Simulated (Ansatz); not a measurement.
The same molecule with X = B, Al, Ga, In. Ansatz, PBE0-D4/def2-TZVP geometries, multiplicity 1.

Elements past krypton have def2 core potentials. Scalar relativity is left out up to krypton.

```csv
X,molecule,mean X–C bond length / Å,mean X–H bond length / Å,HOMO energy (ωB97M-V/def2-TZVPP) / eV,HOMO–LUMO gap (PBE0/def2-TZVPP) / eV,HOMO energy (PBE0/def2-TZVPP) / eV
B,`CBC`,1.558,1.204,-10.97,8.05,-8.64
Ga,`[CH3][GaH][CH3]`,1.971,1.579,-9.87,6.71,-7.66
In,`[CH3][InH][CH3]`,2.160,1.735,-9.36,5.98,-7.19
```

Question: Give the row for X = Al, `[CH3][AlH][CH3]`. (Best estimate.)

Answer: Ansatz gave: 
| X | molecule | mean X–C bond length / Å | mean X–H bond length / Å | HOMO energy (ωB97M-V/def2-TZVPP) / eV | HOMO–LUMO gap (PBE0/def2-TZVPP) / eV | HOMO energy (PBE0/def2-TZVPP) / eV |
| --- | --- | --- | --- | --- | --- | --- |
| Al | `[CH3][AlH][CH3]` | 1.954 | 1.595 | -10.00 | 6.93 | -7.76 |

From B to In the mean X–C bond length rises at each step, by 0.602 Å in all; the mean X–H bond length isn't monotonic: highest at In, lowest at B; the HOMO energy (ωB97M-V/def2-TZVPP) rises at each step, by 1.61 eV in all; the HOMO–LUMO gap (PBE0/def2-TZVPP) falls at each step, by 2.07 eV in all; the HOMO energy (PBE0/def2-TZVPP) rises at each step, by 1.45 eV in all. Bonds lengthen as the atom grows down the group.
